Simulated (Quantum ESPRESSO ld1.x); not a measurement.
Problem. The mean radii <r> (bohr) of the occupied orbitals of an atom or ion are listed with their occupations. Calculated with ld1.x of Quantum ESPRESSO 7.5: scalar-relativistic Kohn-Sham, LDA (Slater exchange, Perdew-Wang correlation), spin-polarised, spherical densities, point nucleus.

| orbital | occ. | <r> |
|---|---|---|
| 1s up | 1 | 0.03043 |
| 1s down | 1 | 0.03043 |
| 2s up | 1 | 0.1318 |
| 2s down | 1 | 0.1318 |
| 2p up | 3 | 0.1149 |
| 2p down | 3 | 0.1149 |
| 3s up | 1 | 0.3590 |
| 3s down | 1 | 0.3589 |
| 3p up | 3 | 0.3576 |
| 3p down | 3 | 0.3575 |
| 3d up | 5 | 0.3349 |
| 3d down | 5 | 0.3349 |
| 4s up | 1 | 0.8758 |
| 4s down | 1 | 0.8752 |
| 4p up | 3 | 0.9536 |
| 4p down | 3 | 0.9526 |
| 4d up | 5 | 1.221 |
| 4d down | 4 | 1.216 |
| 5s up | 1 | 2.428 |
| 5d up | 1 | 5.123 |

Name the element and its charge. Open shells, if any, are filled with parallel spins first.

Solution. Z = 48, cadmium, charge +1: Cd+ in [Kr] 4d9 5s1 5d1. The 1s radius gives Z: for a bare nucleus <r> = (2 gamma + 1)/(2Z) with gamma = sqrt(1 - (Z/c)^2), 0.02993 bohr for Z = 48, and screening makes it slightly larger (0.03043 here). The occupations add up to 47, and the charge is Z minus that.
